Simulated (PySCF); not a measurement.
## TDDFT excited states: Br4Cl2In2

(Br2In-mu-Cl)2.
Bonds: In1–Br2, In1–Br3, In1–Cl4, In1–Cl8, Cl4–In5, In5–Br6, In5–Br7, In5–Cl8.

Level of theory: TDDFT B3LYP/def2-SVPD, vertical, gas phase, core orbitals frozen in the response, def2 core potentials past Kr in PySCF 2.14.0, density-fitted response routines. Isolated species at its PBE0-D3(BJ)/def2-SVP geometry (one conformer only). Spin–orbit coupling is left out.

| state | E (eV) | E (hartree) | f | main configurations (H = HOMO, L = LUMO) |
| --- | --- | --- | --- | --- |
| S1 | 4.15 | 0.1527 | 0.011 | H-1/H→L (79%), H-1/H→L+1 (20%) |
| S2 | 4.16 | 0.1527 | 0.0006 | H-1/H→L (78%), H-1/H→L+1 (20%) |
| S3 | 4.19 | 0.1539 | 0.0000 | H-2→L (80%), H-3→L+1 (19%) |
| S4 | 4.21 | 0.1547 | 0.0001 | H-3→L (76%), H-2→L+1 (23%) |
| S5 | 4.33 | 0.1591 | 0.0000 | H-5→L (86%), H-7→L+1 (13%) |
| S6 | 4.34 | 0.1596 | 0.087 | H-4→L (82%), H-6→L+1 (17%) |
| S7 | 4.39 | 0.1612 | 0.0000 | H-6→L (79%), H-4→L+1 (20%) |
| S8 | 4.49 | 0.1649 | 0.033 | H-7→L (69%), H-5→L+1 (29%) |
| S9 | 4.67 | 0.1716 | 0.0003 | H-1/H→L+1 (79%), H-1/H→L (21%) |
| S10 | 4.68 | 0.1719 | 0.0022 | H-1/H→L+1 (79%), H-1/H→L (20%) |

Triplets (Tamm–Dancoff): T1 3.85 eV, H-1/H→L (≥61%), H-1/H→L+1 (≥24%); T2 3.85 eV, H-1/H→L (≥61%), H-1/H→L+1 (≥25%); T3 3.92 eV, H-2→L (70%), H-3→L+1 (28%).

The lowest singlet lies at 4.15 eV (298 nm, ultraviolet) and is weak; its leading configuration is HOMO-1/HOMO→LUMO (79%). The most intense listed level is S6 at 4.34 eV (285 nm, f = 0.087), 0.19 eV above S1. S1/S2 and S9/S10 lie within about 0.01 eV of each other in each set. Löwdin shares by element: HOMO (one of a set within 0.03 eV) bromine 96%; LUMO indium 33%, bromine 24% or more (atoms not listed hold the other 43%). The listed states span 0.52 eV, and the widest gap between neighbours is 0.18 eV (S8 to S9). Weighted by f, the mean energy of these states is 4.37 eV. The vertical ionisation energy (ΔSCF) is 10.17 eV, 5.49 eV above S10. Orbitals of the list HOMO-3 to LUMO+2 that lie within 0.01 eV of each other are written together with a slash and their weights summed (≥ marks a lower bound); for degenerate orbitals outside that list single weights are arbitrary. Singlets were solved by full linear response, triplets in the Tamm–Dancoff approximation.

On one thread, Arm Neoverse V1 (aarch64), on a shared host, this took 9.2 min (grids of density and orbitals included) and 1.6 GiB of memory at its peak.
